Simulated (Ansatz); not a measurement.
One change: `FCC#CC(F)(F)F` becomes `FCC#CC(F)F`.

Ansatz, PBE0-D4/def2-TZVP geometries, multiplicity 1. 

| property | `FCC#CC(F)(F)F` |
| --- | --- |
| HOMO–LUMO gap (ωB97M-V/def2-TZVPP) / eV | 12.54 |
| LUMO energy (ωB97M-V/def2-TZVPP) / eV | 1.30 |
| size of the dipole moment (B3LYP/def2-TZVPP) / D | 2.53 |
| HOMO–LUMO gap (B3LYP/def2-TZVPP) / eV | 7.63 |
| LUMO energy (PBE0/def2-TZVPP) / eV | -0.85 |
| HOMO energy (PBE0/def2-TZVPP) / eV | -8.96 |

(1) What does the change do to each property? (Estimate.)

Answers

(1) Computed: 
```
                                        property  `FCC#CC(F)F`  shift
         HOMO–LUMO gap (ωB97M-V/def2-TZVPP) / eV         12.44  -0.10
           LUMO energy (ωB97M-V/def2-TZVPP) / eV          1.50   0.20
size of the dipole moment (B3LYP/def2-TZVPP) / D          1.18  -1.35
           HOMO–LUMO gap (B3LYP/def2-TZVPP) / eV          7.61  -0.02
              LUMO energy (PBE0/def2-TZVPP) / eV         -0.58   0.27
              HOMO energy (PBE0/def2-TZVPP) / eV         -8.68   0.28
```

Dipoles are sizes alone; their direction can turn.

Positive LUMOs are unbound, so they and the gaps depend on the basis.

B3LYP here is the variant with VWN-RPA as its local correlation; programs differ in this.
